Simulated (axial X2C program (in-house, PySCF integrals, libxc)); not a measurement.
## Nuclear properties of GaCO

Computed with an in-house all-electron X2C program for linear molecules (integrals from PySCF): two-component X2C with atomic mean-field Coulomb and Gaunt terms, Gaussian nuclei, basis Ga dyall-v3z, C dyall-v3z, O dyall-av3z with contracted cores.

Ga–C–O held linear, with bonds 2.198 and 1.146 Å (near the PBE0 minimum at charge 0 of the determinant lowest at the starting distance; the state shown can have its own minimum elsewhere, held linear; other orders of the atoms were not compared).

Determinant lowest in the PBE0 search, Ω = 1/2 (⟨Sz⟩ = -0.50, ⟨Lz⟩ = 1.00 at PBE0), spin on the atoms Ga -0.29, C -0.16, O -0.05:

| level | Eeff magnitude (GV/cm) | Ws magnitude Ga (kHz) | A∥/gI Ga (MHz) | qzz Ga (a.u.) | A∥/gI C (MHz) | qzz C (a.u.) | A∥/gI O (MHz) | qzz O (a.u.) | μ (D) |
| --- | --- | --- | --- | --- | --- | --- | --- | --- | --- |
| PBE0 | 0.178 | 0.131 | 572 | -0.66 | 92 | -0.74 | 188 | -0.39 | -0.84 |
| HF | 0.456 | 0.364 | 505 | -0.39 | 59.8 | -0.98 | 128 | -0.44 | -0.37 |
| PBE | 0.137 | 0.0983 | 607 | -0.70 | 100 | -0.68 | 195 | -0.38 | -0.72 |

Determinant 0.05 eV from it at PBE0 and this distance, Ω = 3/2 (⟨Sz⟩ = 0.50, ⟨Lz⟩ = 1.00 at PBE0), spin on the atoms Ga 0.28, C 0.17, O 0.05:

```csv
level,Eeff magnitude (GV/cm),Ws magnitude Ga (kHz),A∥/gI Ga (MHz),qzz Ga (a.u.),A∥/gI C (MHz),qzz C (a.u.),A∥/gI O (MHz),qzz O (a.u.),μ (D)
PBE0,0.22,0.0555,80.4,-0.73,17.4,-0.74,51.4,-0.38,-0.92
HF,0.589,0.159,94.4,-0.47,7.19,-0.97,50.8,-0.43,-0.48
PBE,0.175,0.0433,79.1,-0.76,18.6,-0.67,49.1,-0.38,-0.78
```

Eeff is the effective electric field on the electron electric dipole moment in this Ω state and Ws the scalar–pseudoscalar constant of the nucleus named (defined with the proton number Z and per Ω); A∥ (defined per Ω) follows by multiplying with gI = μI/(I μN); qzz is the electric field gradient, eQq0 = 234.96 MHz × Q/barn × qzz; μ is positive if the O end (last atom) is positive. The operators were transformed with the bare-nucleus X2C matrices; with these basis sets, hyperfine constants and field gradients can be off by tens of per cent, and where levels differ in sign neither size nor sign is settled.

Question: With gI(69Ga) = 1.3444, Q(69Ga) = 0.171 barn, gI(13C) = 1.4048, gI(17O) = -0.7575, Q(17O) = -0.02558 barn (g factors from the IAEA table of nuclear moments by Stone; Q from Pyykkö, Mol. Phys. 2018), turn the PBE0 values of the first state into constants in MHz.

Answer: A∥(69Ga) = 572 × 1.3444 = 769 MHz; eQq0(69Ga) = 234.96 × (0.171) × (-0.66) = -26.5 MHz; A∥(13C) = 92 × 1.4048 = 129 MHz; A∥(17O) = 188 × -0.7575 = -142 MHz; eQq0(17O) = 234.96 × (-0.02558) × (-0.39) = 2.34 MHz.

The molecule was held linear; bending was not examined, so a bent shape may lie lower.

Each state is one determinant with collinear spin. Unrestricted Hartree–Fock can overshoot spin polarisation at the nuclei. Where Eeff spreads by more than a factor of two the levels disagree and none is to be relied on. The search compared states at one distance, so a state with another bond length can lie lower. PBE0 term energies can be off by some tenths of an eV.
